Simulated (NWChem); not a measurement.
C3H4OSe; SMILES C1=C[Se]CO1

```xyz
9

C     -0.7795    -1.5959    -0.0084
C     -1.3013    -0.3707    -0.1135
Se     0.0309     0.9710     0.0781
C      1.2683    -0.5628    -0.1233
O      0.5553    -1.7320     0.1898
H     -1.3250    -2.5411    -0.0185
H     -2.3577    -0.1359    -0.2276
H      2.1221    -0.4640     0.5595
H      1.6181    -0.6003    -1.1699
```
Atoms are numbered in this order, from 1.

Level: PBE0/def2-SVP (NWChem), optimised geometry, unscaled harmonic frequencies. This build's default masses of Se (78.918 u) and Br (79.917 u) are each other's, which moves their modes by up to 0.6 %.

### Question
List the harmonic frequencies with IR intensities, and the thermochemistry.

### Answer
```json
[
 {"frequency (cm⁻¹)": "143", "IR intensity (km/mol)": "5.4"},
 {"frequency (cm⁻¹)": "394", "IR intensity (km/mol)": "0.6"},
 {"frequency (cm⁻¹)": "446", "IR intensity (km/mol)": "19.3"},
 {"frequency (cm⁻¹)": "577", "IR intensity (km/mol)": "0.7"},
 {"frequency (cm⁻¹)": "688", "IR intensity (km/mol)": "44.6"},
 {"frequency (cm⁻¹)": "702", "IR intensity (km/mol)": "22.7"},
 {"frequency (cm⁻¹)": "833", "IR intensity (km/mol)": "1.0"},
 {"frequency (cm⁻¹)": "885", "IR intensity (km/mol)": "0.8"},
 {"frequency (cm⁻¹)": "902", "IR intensity (km/mol)": "7.6"},
 {"frequency (cm⁻¹)": "988", "IR intensity (km/mol)": "52.2"},
 {"frequency (cm⁻¹)": "1076", "IR intensity (km/mol)": "15.2"},
 {"frequency (cm⁻¹)": "1176", "IR intensity (km/mol)": "25.6"},
 {"frequency (cm⁻¹)": "1220", "IR intensity (km/mol)": "7.2"},
 {"frequency (cm⁻¹)": "1293", "IR intensity (km/mol)": "37.7"},
 {"frequency (cm⁻¹)": "1340", "IR intensity (km/mol)": "23.4"},
 {"frequency (cm⁻¹)": "1480", "IR intensity (km/mol)": "1.2"},
 {"frequency (cm⁻¹)": "1688", "IR intensity (km/mol)": "58.1"},
 {"frequency (cm⁻¹)": "3053", "IR intensity (km/mol)": "47.0"},
 {"frequency (cm⁻¹)": "3173", "IR intensity (km/mol)": "5.2"},
 {"frequency (cm⁻¹)": "3252", "IR intensity (km/mol)": "1.9"},
 {"frequency (cm⁻¹)": "3294", "IR intensity (km/mol)": "4.8"}
]
```

The zero-point energy is 40.9 kcal/mol, the thermal correction to the enthalpy at 298.15 K (with zero-point energy) is 44.5 kcal/mol and the heat capacity Cv is 16.6 cal/(mol K). The entropy at 298.15 K and 1 atm (symmetry number 1) comes out as 73.3 cal/(mol K) and the dipole moment comes out as 0.62 D.

Rigid rotor and harmonic oscillator.
